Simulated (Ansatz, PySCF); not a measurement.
Gas-phase reaction in SMILES: N[SiH2]N[SiH3] -> [NH][SiH2]N[SiH3] + H atom (the H-N bond at the site shown breaks; other sites are not compared here)
Geometries: B3LYP-D3(BJ)/def2-TZVP minima from Ansatz (a quantum-chemistry and plane-wave program), one conformer each, not searched for the lowest. Frequencies are from Ansatz or PySCF.
Geometry of the first species:
```
N
H 1 1.0124
Si 1 1.7254 2 114.62
N 3 1.7156 1 110.03 2 -51.02
H 4 1.0070 3 120.75 1 145.34
H 4 1.0075 5 111.95 3 -155.47
Si 1 1.7293 2 115.45 3 175.96
H 7 1.4791 1 108.40 2 160.13
H 7 1.4836 8 110.01 1 119.63
H 3 1.4836 4 103.92 5 22.74
H 3 1.4838 10 108.95 4 124.54
H 7 1.4856 8 108.21 9 116.86
```

Wanted: bond dissociation energy (enthalpy at 298 K, with B3LYP-D3(BJ) rigid-rotor harmonic-oscillator terms), in kcal/mol. Valence correlation only, unless marked. UHF or UKS for open shells. No spin-orbit coupling. No relativistic terms. Basis-set limits of correlation are two-point, X^-3; Hartree-Fock from the larger set.

```csv
level,program,bond dissociation energy (kcal/mol),minus last row
HF/STO-3G,Ansatz,89.3,-22.7
PBE/def2-TZVPD,Ansatz,106.5,-5.5
PBE-D3(BJ)/def2-TZVPD,Ansatz + dftd3,106.9,-5.1
BLYP-D4/def2-TZVPD,Ansatz + dftd4,106.0,-6.0
revPBE/def2-TZVPD,Ansatz,103.5,-8.5
PBE0/def2-TZVP,Ansatz,106.7,-5.3
BHLYP/def2-TZVPD,Ansatz,105.8,-6.2
r2SCAN0-D4/def2-TZVPD,Ansatz + dftd4,105.8,-6.2
HSE06-D4/def2-TZVPD,Ansatz + dftd4,107.1,-4.9
wB97M-V/def2-TZVPD,Ansatz,110.3,-1.7
B2GP-PLYP-D3(BJ)/def2-TZVPD,Ansatz + dftd3,109.0,-3.0
"RI-MP2/CBS(cc-pV(T+d)Z,cc-pV(Q+d)Z)",Ansatz,115.3,3.3
SCS-MP2/cc-pV(D+d)Z,Ansatz,105.4,-6.6
CCSD/STO-3G,Ansatz,100.1,-11.9
CCSD/aug-cc-pV(T+d)Z,Ansatz,109.0,-3.0
CCSD/cc-pV(T+d)Z,Ansatz,108.5,-3.5
"CCSD/CBS(cc-pV(T+d)Z,cc-pV(Q+d)Z)",Ansatz,110.7,-1.3
CCSD(T)/6-31G*,Ansatz,99.0,-13.0
CCSD(T)/aug-cc-pV(D+d)Z,Ansatz,105.6,-6.4
CCSD(T)/cc-pV(Q+d)Z,Ansatz,111.1,-0.9
"CCSD(T)/CBS(cc-pV(T+d)Z,cc-pV(Q+d)Z)",Ansatz,112.0,0.0
```
